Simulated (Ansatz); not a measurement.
Reaction (atomization): `[F][GeH2]`• → F• + Ge• + 2 H•

Calculated with Ansatz (gas phase, PBE0-D4/def2-TZVP geometries, no zero-point term in ΔE). CCSD(T)/CBS is the MP2 limit (def2-TZVPP, def2-QZVPP) plus CCSD(T) − MP2 in def2-TZVPP, frozen cores. This one scheme is used for every species, atoms too. DFT in def2-TZVPP. Open shells (•) are unrestricted, without spin–orbit coupling. Spin–orbit coupling would lower the free atoms: a little for F; clearly for Ge. Bonds to Ge are less sure, by a few kJ/mol each and by 10 to 20 or more in all where they break to atoms, as the def2 sets lack core-valence functions. Scalar relativity is left out up to krypton.

Question: What is ΔE at CCSD(T)/CBS? (Estimate.)

Answer: Ansatz gave: +1027.8 kJ/mol.

Question: What do these levels give: r2SCAN0-D4, PBE, LC-ωPBE, MP2/def2-QZVPP, MP2/CBS(def2), CCSD/CBS(def2)? (An estimate is asked.)

Answer: Computed: r2SCAN0-D4 1011.3, PBE 1030.5, LC-ωPBE 1022.9, MP2/def2-QZVPP 1033.0, MP2/CBS(def2) 1039.2, CCSD/CBS(def2) 1013.5 kJ/mol.

Largest T1 diagnostic among the species: 0.014.

In def2-TZVPP, CCSD(T) changes the Hartree–Fock value by +275.8 kJ/mol (the triples alone add +14.3 kJ/mol) and MP2 by +287.2 kJ/mol; breaking electron pairs costs correlation energy, which Hartree–Fock lacks. The D4 term adds +6.2 kJ/mol with B3LYP and +3.1 kJ/mol with PBE0; it sums over pairs of atoms, weighted by their polarisabilities, and B3LYP, whose exchange is more repulsive, gets the larger term.

B3LYP here is the variant with VWN-RPA as its local correlation; programs differ in this.

For atomizations the MP2-based limit and the directly extrapolated one differ by several kJ/mol either way, and by 10 to 25 for some Ge, Se and Sn compounds, so smaller differences from it don't rank the levels.
